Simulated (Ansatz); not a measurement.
A structure relaxed at PBE0-D4/def2-TZVP, charge 0, multiplicity 2:

Cartesian coordinates in Å:
```
Ge -0.2934 0.0245 0.1935
H -0.6255 -0.8039 -1.0604
H 0.7781 -0.6725 1.0508
H 0.1408 1.4520 -0.1839
```

Q: Give its formula and SMILES.

A: GeH3, `[GeH3]`.

Q: Point group (tolerance 0.08 Å, 0.16 Å for H)?

A: C3v.

Q: Summarise the bond lengths by kind.

A: 3 × Ge–H 1.539 Å.

All numbers were calculated with Ansatz.
